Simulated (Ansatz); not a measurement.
Born–Oppenheimer molecular dynamics of BF3 + CH4 (9 atoms, charge 0, multiplicity 1). It starts from a relaxed structure.

Computed with Ansatz, UKS PBE-D4/def2-mTZVP.

- ensemble: NVE (velocity Verlet)
- time step: 0.5 fs
- steps asked: 300
- starting velocities drawn for: 1500 K
- masses: H 10 u
- seed: 220437

Frames 0.5 fs apart, positions in Å, forces in eV/Å.

Velocities at 120 fs (Å/ps):

```
C 0.35 1.59 -8.07
H -4.48 -3.44 -4.13
H -0.16 2.09 -5.46
H 3.58 -5.42 -3.77
H -4.74 0.44 0.94
F 0.36 -4.53 2.45
B -6.57 -7.92 -9.55
F 1.83 7.92 2.26
F 4.37 3.44 12.36
```

```xyz
9
Properties=species:S:1:pos:R:3:forces:R:3 time_fs=120 energy_less_start_eV=0.844 T=569
C -0.163 0.006 -1.775 3.50 -2.08 -1.01
H 0.755 -0.831 -1.618 -1.62 2.79 -0.26
H -0.180 0.267 -2.842 -0.57 -0.75 -0.14
H -0.094 0.974 -1.331 0.65 0.58 1.19
H -0.925 -0.569 -1.343 -1.96 -0.48 0.04
F -0.812 0.726 2.493 -0.21 0.42 -0.10
B 0.155 -0.057 2.019 -1.20 0.23 0.94
F -0.212 -0.825 0.995 1.10 -0.14 0.30
F 1.264 -0.042 2.756 0.31 -0.58 -0.96
9
Properties=species:S:1:pos:R:3:forces:R:3 time_fs=120.5 energy_less_start_eV=0.849 T=564
C -0.163 0.007 -1.779 3.35 -2.25 -0.89
H 0.753 -0.833 -1.620 -1.61 2.79 -0.27
H -0.180 0.267 -2.845 -0.57 -0.75 -0.17
H -0.092 0.972 -1.333 0.67 0.64 1.21
H -0.928 -0.569 -1.343 -1.84 -0.38 -0.04
F -0.812 0.724 2.495 -0.23 0.41 -0.11
B 0.152 -0.061 2.014 -0.80 0.51 1.48
F -0.211 -0.821 0.997 1.02 -0.36 0.00
F 1.266 -0.040 2.762 0.01 -0.61 -1.19
9
Properties=species:S:1:pos:R:3:forces:R:3 time_fs=121 energy_less_start_eV=0.854 T=558
C -0.162 0.007 -1.783 3.17 -2.39 -0.76
H 0.750 -0.833 -1.622 -1.58 2.78 -0.29
H -0.181 0.268 -2.847 -0.57 -0.74 -0.21
H -0.090 0.969 -1.334 0.68 0.69 1.21
H -0.931 -0.569 -1.342 -1.70 -0.28 -0.14
F -0.812 0.722 2.496 -0.25 0.40 -0.13
B 0.148 -0.065 2.010 -0.42 0.79 2.01
F -0.209 -0.817 0.998 0.93 -0.60 -0.31
F 1.268 -0.039 2.768 -0.26 -0.64 -1.39
9
Properties=species:S:1:pos:R:3:forces:R:3 time_fs=121.5 energy_less_start_eV=0.859 T=552
C -0.160 0.007 -1.788 2.96 -2.51 -0.60
H 0.747 -0.833 -1.624 -1.54 2.76 -0.30
H -0.181 0.269 -2.850 -0.56 -0.73 -0.24
H -0.088 0.967 -1.335 0.68 0.70 1.21
H -0.935 -0.569 -1.342 -1.54 -0.16 -0.24
F -0.812 0.720 2.497 -0.27 0.39 -0.13
B 0.144 -0.069 2.006 -0.05 1.06 2.52
F -0.208 -0.813 0.999 0.83 -0.84 -0.63
F 1.270 -0.037 2.773 -0.51 -0.67 -1.58
9
Properties=species:S:1:pos:R:3:forces:R:3 time_fs=122 energy_less_start_eV=0.864 T=546
C -0.157 0.006 -1.792 2.73 -2.59 -0.43
H 0.744 -0.833 -1.627 -1.49 2.72 -0.32
H -0.182 0.269 -2.853 -0.56 -0.72 -0.28
H -0.086 0.965 -1.336 0.69 0.69 1.19
H -0.938 -0.569 -1.341 -1.37 -0.05 -0.34
F -0.812 0.717 2.498 -0.30 0.39 -0.14
B 0.141 -0.072 2.002 0.29 1.33 3.00
F -0.207 -0.810 1.000 0.74 -1.08 -0.94
F 1.272 -0.036 2.779 -0.73 -0.70 -1.75
9
Properties=species:S:1:pos:R:3:forces:R:3 time_fs=122.5 energy_less_start_eV=0.868 T=543
C -0.154 0.005 -1.797 2.48 -2.64 -0.24
H 0.740 -0.832 -1.629 -1.43 2.67 -0.33
H -0.182 0.270 -2.856 -0.55 -0.71 -0.31
H -0.083 0.963 -1.337 0.69 0.66 1.16
H -0.943 -0.569 -1.341 -1.20 0.07 -0.45
F -0.812 0.715 2.499 -0.33 0.40 -0.13
B 0.137 -0.075 2.000 0.61 1.58 3.44
F -0.205 -0.806 1.001 0.65 -1.30 -1.24
F 1.274 -0.035 2.784 -0.92 -0.73 -1.89
9
Properties=species:S:1:pos:R:3:forces:R:3 time_fs=123 energy_less_start_eV=0.868 T=542
C -0.151 0.003 -1.802 2.21 -2.63 -0.05
H 0.735 -0.830 -1.631 -1.35 2.61 -0.33
H -0.183 0.270 -2.859 -0.54 -0.70 -0.34
H -0.081 0.961 -1.337 0.70 0.60 1.11
H -0.947 -0.569 -1.341 -1.02 0.18 -0.55
F -0.812 0.713 2.500 -0.37 0.41 -0.12
B 0.134 -0.078 1.998 0.90 1.80 3.82
F -0.204 -0.803 1.002 0.57 -1.51 -1.52
F 1.276 -0.033 2.789 -1.09 -0.75 -2.02
9
Properties=species:S:1:pos:R:3:forces:R:3 time_fs=123.5 energy_less_start_eV=0.865 T=546
C -0.147 0.000 -1.806 1.92 -2.58 0.14
H 0.731 -0.827 -1.634 -1.26 2.52 -0.34
H -0.184 0.270 -2.862 -0.53 -0.69 -0.36
H -0.078 0.959 -1.337 0.70 0.52 1.05
H -0.952 -0.569 -1.341 -0.84 0.29 -0.66
F -0.812 0.712 2.502 -0.41 0.43 -0.10
B 0.130 -0.080 1.997 1.15 1.98 4.14
F -0.202 -0.799 1.002 0.50 -1.68 -1.75
F 1.278 -0.032 2.794 -1.23 -0.77 -2.12
9
Properties=species:S:1:pos:R:3:forces:R:3 time_fs=124 energy_less_start_eV=0.856 T=556
C -0.142 -0.003 -1.811 1.62 -2.49 0.32
H 0.726 -0.824 -1.637 -1.15 2.42 -0.34
H -0.185 0.269 -2.865 -0.51 -0.69 -0.37
H -0.075 0.958 -1.337 0.70 0.42 0.98
H -0.957 -0.569 -1.341 -0.66 0.38 -0.75
F -0.812 0.710 2.503 -0.47 0.45 -0.08
B 0.127 -0.082 1.997 1.38 2.11 4.38
F -0.201 -0.796 1.002 0.45 -1.82 -1.94
F 1.280 -0.031 2.799 -1.35 -0.79 -2.20
9
Properties=species:S:1:pos:R:3:forces:R:3 time_fs=124.5 energy_less_start_eV=0.841 T=572
C -0.138 -0.006 -1.816 1.30 -2.34 0.50
H 0.721 -0.820 -1.639 -1.02 2.29 -0.34
H -0.187 0.269 -2.869 -0.50 -0.68 -0.38
H -0.071 0.956 -1.336 0.69 0.31 0.90
H -0.962 -0.568 -1.341 -0.49 0.47 -0.85
F -0.812 0.708 2.504 -0.52 0.49 -0.05
B 0.125 -0.084 1.998 1.57 2.18 4.54
F -0.199 -0.794 1.002 0.41 -1.91 -2.07
F 1.281 -0.030 2.803 -1.45 -0.81 -2.26
9
Properties=species:S:1:pos:R:3:forces:R:3 time_fs=125 energy_less_start_eV=0.821 T=595
C -0.133 -0.010 -1.820 0.96 -2.14 0.66
H 0.715 -0.816 -1.642 -0.87 2.14 -0.33
H -0.188 0.268 -2.872 -0.48 -0.68 -0.37
H -0.068 0.955 -1.335 0.69 0.18 0.81
H -0.967 -0.568 -1.342 -0.32 0.55 -0.93
F -0.812 0.706 2.505 -0.59 0.53 -0.01
B 0.122 -0.085 2.000 1.73 2.20 4.61
F -0.197 -0.791 1.002 0.40 -1.96 -2.13
F 1.282 -0.029 2.807 -1.53 -0.82 -2.30
9
Properties=species:S:1:pos:R:3:forces:R:3 time_fs=125.5 energy_less_start_eV=0.794 T=624
C -0.128 -0.014 -1.825 0.60 -1.89 0.80
H 0.710 -0.811 -1.645 -0.69 1.96 -0.31
H -0.189 0.267 -2.876 -0.45 -0.68 -0.36
H -0.065 0.954 -1.335 0.68 0.04 0.72
H -0.972 -0.568 -1.343 -0.15 0.62 -1.01
F -0.813 0.704 2.506 -0.66 0.58 0.04
B 0.120 -0.085 2.002 1.85 2.15 4.58
F -0.196 -0.789 1.002 0.40 -1.96 -2.13
F 1.283 -0.028 2.811 -1.59 -0.82 -2.33
```

Of the whole run (150 fs, mean temperature of the second half 808 K): The conserved energy stayed within 0.3 meV per atom of its start (net change 0.18 meV per atom), so the integration is sound. Over the second half the temperature averaged 0.54 of the 1500 K drawn at the start: a run that starts near a minimum puts about half its kinetic energy into the potential. A run of 0.15 ps of so small a system gives no equilibrium averages.

Run time: 20 min on 2 threads of Arm Neoverse N1, with other jobs on the host, peak memory 0.17 GiB.
